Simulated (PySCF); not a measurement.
CH6AlFGe. Atoms are numbered in the order given.

```xyz
10

Al     0.3183     0.5457    -0.8557
F      1.9603     0.5399    -1.1831
Ge    -0.3766    -0.7218     1.1438
H     -0.3753    -2.2425     0.8746
H      0.5551    -0.4819     2.3489
H     -1.8084    -0.3524     1.5875
C     -0.8256     1.5144    -2.0925
H     -1.8647     1.5992    -1.7386
H     -0.8447     1.0040    -3.0709
H     -0.4376     2.5306    -2.2741
```

Geometry optimised at PBE0-D3(BJ)/def2-SVP. The structure was generated by enumeration; whether it is a known compound was not checked.

Method: PySCF with B3LYP/def2-TZVP.

ESP charges are fitted to the potential on shells at 1.4 to 2.0 van der Waals radii. Atomic charges (e):

```
atom  Löwdin  Mulliken    IAO  ESP fit
----  ------  --------  -----  -------
Al1     0.05      0.65   1.10     1.00
F2     -0.04     -0.36  -0.57    -0.47
Ge3     0.22     -0.09   0.02    -0.26
H4     -0.05     -0.02  -0.07     0.01
H5     -0.05     -0.01  -0.07     0.02
H6     -0.05     -0.02  -0.08     0.00
C7     -0.49     -0.55  -0.82    -0.77
H8      0.14      0.13   0.16     0.14
H9      0.14      0.13   0.16     0.17
H10     0.14      0.13   0.16     0.18
```
